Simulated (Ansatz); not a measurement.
Geometry optimisation, DFT PBEsol, scalar-relativistic, plane waves, PAW in Ansatz 0.2.0.

The input (input.yaml):

```yaml
crystal:
  lattice:
    - [0.0, 5.43, 5.43]
    - [5.43, 0.0, 5.43]
    - [5.43, 5.43, 0.0]
  atoms:
    - { symbol: Si, position: [0.0, 0.0, 0.0] }
    - { symbol: Si, position: [0.125, 0.125, 0.125] }
    - { symbol: Si, position: [0.0, 0.0, 0.5] }
    - { symbol: Si, position: [0.125, 0.125, 0.625] }
    - { symbol: Si, position: [0.0, 0.5, 0.0] }
    - { symbol: Si, position: [0.125, 0.625, 0.125] }
    - { symbol: Si, position: [0.0, 0.5, 0.5] }
    - { symbol: Si, position: [0.125, 0.625, 0.625] }
    - { symbol: Si, position: [0.5, 0.0, 0.0] }
    - { symbol: Si, position: [0.625, 0.125, 0.125] }
    - { symbol: Si, position: [0.5, 0.0, 0.5] }
    - { symbol: Si, position: [0.625, 0.125, 0.625] }
    - { symbol: Si, position: [0.5, 0.5, 0.0] }
    - { symbol: Si, position: [0.625, 0.625, 0.125] }
    - { symbol: Si, position: [0.5, 0.5, 0.5] }
    - { symbol: Si, position: [0.625, 0.625, 0.625] }
    - { symbol: Ga, position: [0.8694171, 0.8776909, 0.8768705], spin: 1.0 }
magnetization:
  spin_polarized: true
basis:
  ecutwfc: 420.0
kpoints:
  mp_grid: { grid: [2, 2, 2] }
hamiltonian:
  xc: pbesol
  pseudopotentials: { kind: paw, azcp: { folder: soft_1 } }
scf:
  occupations: { method: gaussian, width: 0.05 }
  lower_state_search: "off"
relax:
  f_tol: 0.03
  max_steps: 60
  adjacent_minimum: "off"
output:
  write_density: true
  write_potential: true
  elf: true
  volumetric_format: npy
```

Launched with:

```bash
$ ansatz run input.yaml --threads 2 --pin off --max-ram 5120MiB --backend cpu --events-out ev --progress --plain --runs-dir out
```

Task: Where does it end, and by what steps?

Result: It converged. Limits of this set-up: coarse k mesh, PAW files made for another functional, a small cell, in which the defect meets its images. After 3 steps the energy has fallen by 0.338 eV; Si9 moved furthest, 0.09 Å.

| step | energy less start (eV) | largest force component (eV/Å) | accepted |
| --- | --- | --- | --- |
| 0 | 0.0000 | 1.075 | yes |
| 1 | -0.2957 | 0.432 | yes |
| 2 | -0.3371 | 0.060 | yes |
| 3 | -0.3385 | 0.006 | yes |

```xyz
17
Lattice="0.0000 5.4300 5.4300 5.4300 0.0000 5.4300 5.4300 5.4300 0.0000" Properties=species:S:1:pos:R:3
Si 0.049 0.047 0.047
Si 1.360 1.355 1.356
Si 2.669 2.666 0.047
Si 4.073 4.072 1.385
Si 2.669 0.046 2.667
Si 4.073 1.385 4.072
Si 5.445 2.701 2.701
Si 6.760 4.072 4.072
Si 0.051 2.665 2.665
Si 1.387 4.071 4.071
Si 2.702 5.444 2.700
Si 4.074 6.758 4.071
Si 2.702 2.700 5.444
Si 4.074 4.071 6.758
Si 5.445 5.443 5.444
Si 6.788 6.787 6.787
Ga 9.505 9.500 9.501
```

The run took 53 s on 2 threads of Arm Neoverse V2 (shared host), peak memory 0.73 GiB.
